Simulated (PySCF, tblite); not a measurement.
Isomers of C4H7Cl2FSi, one GFN2-xTB conformer each. Single-point energies are computed at PBE0/pcSseg-1 (PySCF, gas phase, no added dispersion term), electronic only.

Question: Rank them by PBE0/pcSseg-1 energy, lowest first (kcal/mol).
A. `[F:1][C@@H:2]([Cl:3])[C@@H:4]([Cl:5])[C@@H:6]1[CH2:7][SiH2:8]1` with F1–C2–C4–Cl5 168°, C2–C4–C6–C7 159°
B. `[CH3:1]/[C:2](=[C:3](/[F:4])[SiH3:5])[CH:6]([Cl:7])[Cl:8]` with C1–C2–C6–Cl7 -60°

Answer: B (0.0), A (3.7).

As drawn, the lower has a C=C bond outside aromatic rings, which the higher lacks; the higher has a three-membered ring, which the lower lacks. GFN2-xTB itself gives, in the same order: 0.0, 17.5. Both levels put the same isomer lowest.

Which frontier levels, dipoles and rotational constants go with these structures?

```
                              SMILES  HOMO (eV, PBE0/pcSseg-1)  LUMO (eV)  dipole (D)       A, B, C (MHz)
            C/C(=C(/F)[SiH3])C(Cl)Cl                     -7.67      -1.08        2.58  1843, 628.7, 606.6
F[C@@H](Cl)[C@@H](Cl)[C@@H]1C[SiH2]1                     -7.29      -0.21        2.15  1371, 955.8, 687.3
```

What happens when harmonic zero-point energies from GFN2-xTB frequencies are added?

| SMILES | ZPE (kcal/mol) | electronic (kcal/mol) | with ZPE (kcal/mol) |
| --- | --- | --- | --- |
| C/C(=C(/F)[SiH3])C(Cl)Cl | 58.8 | 0.0 | 0.0 |
| F[C@@H](Cl)[C@@H](Cl)[C@@H]1C[SiH2]1 | 61.2 | 3.7 | 6.1 |

The zero-point energies span 2.4 kcal/mol. The order is unchanged.
